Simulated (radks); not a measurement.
The numbers below are computed, except where a source is named.
Ionisation of neutral iridium, [Xe] 4f14 5d7 6s2, to Ir+, [Xe] 4f14 5d7 6s1, under several functionals. Scalar-relativistic Kohn-Sham, spin-unpolarised, spherical densities, point nucleus; a radial shooting solver on a logarithmic mesh with Libxc functionals.

| functional | E(Ir) (hartree) | Exc (hartree) | IE (eV) | -e(HOMO) (eV) | <r> HOMO (bohr) | IE error (eV) |
|---|---|---|---|---|---|---|
| exchange-only LDA | -17809.4949 | -327.9156 | 9.092 | 5.544 | 2.932 | +0.125 |
| exchange-only PBE | -17822.9170 | -341.3345 | 9.131 | 5.593 | 2.966 | +0.164 |
| BP86 | -17829.6716 | -348.1542 | 10.064 | 6.502 | 2.886 | +1.097 |
| LDA (Slater exchange, Perdew-Zunger correlation) | -17817.5034 | -336.0159 | 10.185 | 6.592 | 2.882 | +1.218 |
| Wu-Cohen GGA | -17826.3422 | -344.8279 | 9.944 | 6.387 | 2.877 | +0.977 |
| B86b exchange with PBE correlation | -17828.8564 | -347.3435 | 9.906 | 6.353 | 2.896 | +0.939 |
| OLYP | -17833.8702 | -352.6052 | 9.546 | 6.021 | 2.915 | +0.579 |
| LDA (Slater exchange, VWN5 correlation) | -17817.5285 | -336.0415 | 10.177 | 6.584 | 2.882 | +1.210 |
| SOGGA | -17821.9028 | -340.3918 | 9.811 | 6.269 | 2.887 | +0.844 |
| LDA (Slater exchange, Perdew-Wang correlation) | -17817.4962 | -336.0087 | 10.177 | 6.584 | 2.882 | +1.210 |
| HCTH/407 | -17837.8553 | -356.7646 | 9.892 | 6.356 | 2.913 | +0.924 |

NIST Atomic Spectra Database: 8.967 eV (measured). Closest: exchange-only LDA. The Delta-SCF values span 1.09 eV, the total energies 28.36 hartree. The highest occupied level is 6s. Spin polarisation and multiplet splitting are left out, so open shells lie too high by an amount that depends on their filling. Spin-orbit splitting is averaged out at the scalar-relativistic level.

Beside tabulated values, note that spin-unpolarised runs miss the spin-polarisation part of the exchange energy of open shells.
